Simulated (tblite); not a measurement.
Compound: C4H9FSSi.
SMILES with atom numbers: `[CH3:1]/[CH:2]=[C:3](/[SiH2:4][F:5])[S:6][CH3:7]` (hydrogens: H8, H9, H10 on C1; H11 on C2; H12, H13 on Si4; H14, H15, H16 on C7)

Geometry (GFN2-xTB, Å), atoms numbered from 1 in this order:
```
atom  x, y, z in Å
C1    -1.584   -2.060   -0.516
C2    -0.228   -1.545   -0.184
C3     0.086   -0.273    0.079
Si4    1.830    0.231    0.573
F5     2.677   -1.135    0.668
S6    -1.206    0.952    0.083
C7    -0.304    2.492   -0.255
H8    -1.522   -2.828   -1.284
H9    -2.228   -1.251   -0.856
H10   -2.041   -2.506    0.368
H11    0.562   -2.284   -0.138
H12    1.884    0.807    1.910
H13    2.522    1.014   -0.443
H14    0.363    2.732    0.567
H15   -1.063    3.263   -0.353
H16    0.247    2.398   -1.185
```

Computed with GFN2-xTB (tblite): harmonic, unscaled wavenumbers at the GFN2-xTB geometry, gas phase. Against measured fundamentals such values can be off by several per cent, at times by over 20. Modes of hydrogen on silicon can be 10 to 20 % off. One conformer, not necessarily the lowest.

Harmonic wavenumbers (cm⁻¹): 44.0, 70.0, 97.9, 140.8, 167.8, 180.5, 191.6, 230.0, 266.5, 391.8, 426.9, 527.7, 565.4, 600.8, 728.2, 739.2, 764.0, 789.8, 815.6, 907.2, 935.6, 952.9, 1020.0, 1039.1, 1119.7, 1286.7, 1317.9, 1397.5, 1449.6, 1454.4, 1465.0, 1472.5, 1632.0, 2301.5, 2323.7, 2988.7, 3020.8, 3028.7, 3029.7, 3038.9, 3051.5, 3056.7.

A = 1976, B = 1401, C = 849.4 MHz; mass 136.018 u (most abundant isotopes); point group C1, symmetry number 1.

Q: Zero-point energy?

A: ½Σν̃ = 25514 cm⁻¹ = 72.95 kcal/mol.

Q: Entropy at 500 K, 1 bar (ideal gas, RRHO, classical rotation)?

A: Translation 43.23, rotation 30.84, vibration 50.29: S = 124.4 cal/(mol K).

Q: And Cp and H(500 K) − H(0)?

A: Cp = 51.79 cal/(mol K), of which vibrations give 43.84 (their classical limit is 42 R = 83.5); H(500 K) − H(0) = 16.31 kcal/mol without the zero-point energy, 12.34 from vibrations.

Q: Which modes carry the vibrational entropy at 500 K?

A: 44.0 cm⁻¹: 6.10; 70.0 cm⁻¹: 5.17; 97.9 cm⁻¹: 4.51; 140.8 cm⁻¹: 3.80; 167.8 cm⁻¹: 3.45; 180.5 cm⁻¹: 3.31 cal/(mol K); the other 36 give 23.95 together.

Q: Blend soft modes into free rotors: weight 1/[1 + (100 cm⁻¹/ν̃)⁴] for the oscillator and the rest for a rotor with moment μB/(μ + B), μ = h/(8π²ν), B = 10⁻⁴⁴ kg m². What vibrational entropy results?

A: 46.38 cal/(mol K) in place of 50.29, which changes −T·S at 500 K by +1.95 kcal/mol.

Q: How do the functions run with temperature in this model?

A: 
```json
{"T (K)": "150", "S (cal/(mol K))": "80.2", "Cp (cal/(mol K))": "25.1", "H − H(0) (kcal/mol)": "2.52", "G − H(0) (kcal/mol)": "-9.50", "ln q(vib)": "3.42"}
{"T (K)": "250", "S (cal/(mol K))": "95.0", "Cp (cal/(mol K))": "33.8", "H − H(0) (kcal/mol)": "5.46", "G − H(0) (kcal/mol)": "-18.29", "ln q(vib)": "6.31"}
{"T (K)": "298.15", "S (cal/(mol K))": "101.3", "Cp (cal/(mol K))": "37.8", "H − H(0) (kcal/mol)": "7.19", "G − H(0) (kcal/mol)": "-23.02", "ln q(vib)": "7.64"}
{"T (K)": "400", "S (cal/(mol K))": "113.5", "Cp (cal/(mol K))": "45.5", "H − H(0) (kcal/mol)": "11.44", "G − H(0) (kcal/mol)": "-33.97", "ln q(vib)": "10.35"}
{"T (K)": "600", "S (cal/(mol K))": "134.3", "Cp (cal/(mol K))": "57.0", "H − H(0) (kcal/mol)": "21.76", "G − H(0) (kcal/mol)": "-58.81", "ln q(vib)": "15.32"}
{"T (K)": "900", "S (cal/(mol K))": "159.7", "Cp (cal/(mol K))": "68.1", "H − H(0) (kcal/mol)": "40.65", "G − H(0) (kcal/mol)": "-103.04", "ln q(vib)": "21.99"}
```

q(vib) and H(0) count from the zero-point level.

Hindered rotation and anharmonicity are outside this model. Other conformers, if any are populated, would add a mixing term that is left out. The structure is chiral; the term R ln 2 for an equal mix with its mirror image is left out.

Time: 1.9 s of wall time. Hardware: an Intel Xeon at 2.50 GHz with one thread, shared host with 64 logical CPUs at a one-minute load of 58. The figure is for the frequency step alone.
